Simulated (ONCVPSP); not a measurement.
# tellurium (Te), ONCV: configuration errors across variants

ONCVPSP 4.0.1 input, shortened (lines: element, Z, core and valence counts, functional; n l f; lmax; l rc ep ncon nbas qcut; lloc lpopt rc5 dvloc0; l nproj debl; icmod fcfact rcfact), PBE, fully relativistic:

```
  Te 52.00    9    2        4      upf
    1    0    2.00
    2    0    2.00
    2    1    6.00
    3    0    2.00
    3    1    6.00
    3    2   10.00
    4    0    2.00
    4    1    6.00
    4    2   10.00
    5    0    2.00
    5    1    3.50
    2
    0    1.85    0.00    5    8    3.50
    1    1.60    0.00    4    9    5.80
    2    1.90    0.10    4    8    5.20
    4    1    1.05    1.00
    0    2    3.50
    1    1    1.50
    2    1    4.00
    3    1.75    1.60
```

Open shells are filled in proportion to 2j + 1.

All-electron excitation energies from the reference (eV): (1) 5s2 5p4 -3.908; (2) 5s2 5p3 5.842; (3) 5s2 5p2 23.791; (4) 5s1 5p5 5.313.

4 further variants failed, have other tests or too few solved ones, and are left out.

A true bound ghost makes a file unfit for plane-wave use even where its test errors are small: the radial tests pick states by their node count and pass the ghost by.

Errors AE − PS in meV (a dash: test not solved or not reliable):

| change | (1) | (2) | (3) | (4) | bound ghosts | GHOST(+) flags above zero |
| --- | --- | --- | --- | --- | --- | --- |
| base | -4.7 | -6.7 | -79 | -5.4 | s, p3/2, p1/2 | d5/2, d3/2 |
| all radii but the core radius scaled by about 1.07 (s 1.98, p 1.72, d 2.04 bohr); local potential polynomial inside 1.12 bohr (lpopt 1, dvloc0 1 Ha) | -7.2 | -6.1 | – | -6.4 | s, p3/2, p1/2 | d3/2 |
| all radii but the core radius scaled by about 1.15 (s 2.12, p 1.84, d 2.18 bohr); local potential polynomial inside 1.20 bohr (lpopt 1, dvloc0 1 Ha) | -1.1 | -2.1 | -34 | -7.9 | none | s, p3/2 |
| all radii but the core radius scaled by about 1.27 (s 2.34, p 2.04, d 2.42 bohr); local potential polynomial inside 1.34 bohr (lpopt 1, dvloc0 1 Ha) | -2.2 | -3.8 | -51 | -14 | none | s |
| all radii but the core radius scaled by about 1.33 (s 2.46, p 2.12, d 2.52 bohr); local potential polynomial inside 1.40 bohr (lpopt 1, dvloc0 1 Ha) | -2.3 | -3.9 | -52 | -17 | none | s |

Question: Give the same row for: all radii but the core radius scaled by about 1.22 (s 2.26, p 1.94, d 2.32 bohr); local potential polynomial inside 1.28 bohr (lpopt 1, dvloc0 1 Ha).

Answer: -2.0, -3.4, -48, -11; bound ghosts: none; GHOST(+) flags above zero: s, p3/2, p1/2.
